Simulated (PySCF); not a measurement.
C₃H₇O, charge -1, singlet, geometry from GFN2-xTB; DF-BLYP/aug-cc-pVDZ (PySCF).

Input for PySCF:
```python
from pyscf import gto, scf, dft
import numpy

mol = gto.Mole()
mol.atom = '''
    O     0.07243737    1.40320982   -0.19733602
    C    -0.00374291    0.03902709    0.51456769
    H     0.67877388    1.90342080    0.35574421
    C    -1.29548155   -0.57666788   -0.04347091
    C     1.16825520   -0.77939168   -0.07495182
    H    -1.32161314   -0.69032542   -1.14781489
    H     1.15603930   -0.89633139   -1.17974156
    H    -2.15685030    0.03773779    0.23654104
    H     2.12944108   -0.31822607    0.18678398
    H    -1.44057069   -1.57307732    0.39121968
    H     1.16109647   -1.78668206    0.35908608
'''
mol.basis = 'aug-cc-pvdz'
mol.charge = -1
mol.verbose = 4
mol.build()
print('smallest overlap eigenvalue', numpy.linalg.eigvalsh(mol.intor('int1e_ovlp'))[0])

mf = dft.RKS(mol)
mf.xc = 'blyp'
mf = mf.density_fit(auxbasis='def2-universal-jkfit')
mf = scf.addons.remove_linear_dep_(mf, threshold=1e-2, lindep=1e-2)
mf.kernel()
mf.analyze()
```

Problem. What does PySCF print? Leave out banner, timings and long lists.

Solution. 
```
PySCF version 2.14.0

[INPUT] verbose = 4
[INPUT] num. atoms = 11
[INPUT] num. electrons = 34
[INPUT] charge = -1
[INPUT] spin (= nelec alpha-beta = 2S) = 0
[INPUT] symmetry False subgroup None
[INPUT] Mole.unit = angstrom
[INPUT] Symbol           X                Y                Z      unit          X                Y                Z       unit  Magmom
[...]
nuclear repulsion = 123.370989497358
number of shells = 67
number of NR pGTOs = 217
number of NR cGTOs = 155
basis = aug-cc-pvdz
ecp = {}
input.py:27: DeprecationWarning: remove_linear_dep_ is deprecated and will be removed in a future release. Linear dependency handling is now built into the SCF procedure by default. Linear dependency removal can be controlled using the following settings:
  pyscf.scf.hf.remove_overlap_zero_eigenvalue = True
  pyscf.scf.hf.overlap_zero_eigenvalue_threshold = 1e-6

  mf = scf.addons.remove_linear_dep_(mf, threshold=1e-2, lindep=1e-2)
smallest overlap eigenvalue 0.00011787565477864061
Applying remove_linear_dep_ on SCF object.
Using canonical orthogonalization with threshold 0.01

******** <class 'pyscf.df.df_jk.DFRKS'> ********
method = DFRKS
initial guess = minao
damping factor = 0
level_shift factor = 0
DIIS = <class 'pyscf.scf.diis.CDIIS'>
diis_start_cycle = 1
diis_space = 8
diis_damp = 0
SCF conv_tol = 1e-09
SCF conv_tol_grad = None
SCF max_cycles = 50
direct_scf = False
XC library pyscf.dft.libxc version 7.1.2
    S. Lehtola, C. Steigemann, M. J. T. Oliveira, and M. A. L. Marques,  SoftwareX 7, 1–5 (2018)
XC functionals = blyp
    A. D. Becke,  Phys. Rev. A 38, 3098 (1988)
    C. Lee, W. Yang, and R. G. Parr,  Phys. Rev. B 37, 785 (1988)
    B. Miehlich, A. Savin, H. Stoll, and H. Preuss,  Chem. Phys. Lett. 157, 200 (1989)
radial grids:
    Treutler-Ahlrichs [JCP 102, 346 (1995); DOI:10.1063/1.469408] (M4) radial grids

becke partition: Becke, JCP 88, 2547 (1988); DOI:10.1063/1.454033
pruning grids: <function nwchem_prune>
grids dens level: 3
symmetrized grids: False
atomic radii adjust function: <function treutler_atomic_radii_adjust>
small_rho_cutoff = 0
Set gradient conv threshold to 3.16228e-05
Initial guess from minao.
tot grids = 125096
init E= -193.580470817888
[...]
cycle= 1 E= -193.363621809695  delta_E= 0.217  |g|= 0.968  |ddm|=  4.3
[...]
cycle= 2 E= -188.570497068018  delta_E= 4.79  |g|= 3.62  |ddm|= 9.81
[...]
cycle= 3 E= -193.56190165901  delta_E= -4.99  |g|= 0.455  |ddm|= 9.73
[...]
[...]
[...]
cycle= 35 E= -193.623752041469  delta_E= 1.33e-05  |g|= 0.0144  |ddm|= 0.00496
[...]
cycle= 36 E= -193.623739696958  delta_E= 1.23e-05  |g|= 0.0154  |ddm|= 0.00637
[...]
cycle= 37 E= -193.623729672182  delta_E= 1e-05  |g|= 0.0151  |ddm|= 0.0085
[...]
cycle= 38 E= -193.623740829585  delta_E= -1.12e-05  |g|= 0.0161  |ddm|= 0.0108
[...]
cycle= 39 E= -193.623738570937  delta_E= 2.26e-06  |g|= 0.0151  |ddm|= 0.00898
[...]
cycle= 40 E= -193.623765454146  delta_E= -2.69e-05  |g|= 0.0128  |ddm|= 0.0118
[...]
cycle= 41 E= -193.623746666873  delta_E= 1.88e-05  |g|= 0.0133  |ddm|= 0.0124
[...]
cycle= 42 E= -193.623713204147  delta_E= 3.35e-05  |g|= 0.0172  |ddm|= 0.0368
[...]
cycle= 43 E= -193.623770134075  delta_E= -5.69e-05  |g|= 0.0129  |ddm|= 0.0273
[...]
cycle= 44 E= -193.6237550499  delta_E= 1.51e-05  |g|= 0.0132  |ddm|= 0.014
[...]
cycle= 45 E= -193.623762643849  delta_E= -7.59e-06  |g|= 0.0127  |ddm|= 0.0154
[...]
cycle= 46 E= -193.623749590957  delta_E= 1.31e-05  |g|= 0.015  |ddm|= 0.00488
[...]
cycle= 47 E= -193.623756787065  delta_E= -7.2e-06  |g|= 0.0136  |ddm|= 0.0029
[...]
cycle= 48 E= -193.623759539554  delta_E= -2.75e-06  |g|= 0.0139  |ddm|= 0.00338
[...]
cycle= 49 E= -193.623756001393  delta_E= 3.54e-06  |g|= 0.0137  |ddm|= 0.00432
[...]
cycle= 50 E= -193.623758987156  delta_E= -2.99e-06  |g|= 0.0136  |ddm|= 0.0041
SCF not converged.
SCF energy = -193.623758987156
**** SCF Summaries ****
Total Energy =                        -193.623758987155611
Nuclear Repulsion Energy =             123.370989497357982
One-electron Energy =                 -512.685895196345541
Two-electron Energy =                  195.691146711831976
Two-electron Coulomb Energy =          223.161977946732577
DFT Exchange-Correlation Energy =      -27.470831234900594
HOMO-LUMO gap [eV] =                     1.237559859851437
**** MO energy ****
[...]
 ** Mulliken pop on meta-lowdin orthogonal AOs  **
 ** Mulliken pop  **
 ** Mulliken atomic charges  **
charge of    0O =     -0.61573
charge of    1C =     -0.18878
charge of    2H =      0.27079
charge of    3C =     -0.32954
charge of    4C =     -0.33672
charge of    5H =     -0.01363
charge of    6H =     -0.02125
charge of    7H =      0.06578
charge of    8H =      0.04998
charge of    9H =      0.06415
charge of   10H =      0.05496

WARN: System has nonzero charge -1; the dipole moment is origin-dependent.
Location of origin: [0. 0. 0.]

Dipole moment(X, Y, Z, Debye):  0.31966, -0.14162,  0.08394
```

The run did not converge; its last values are not results.
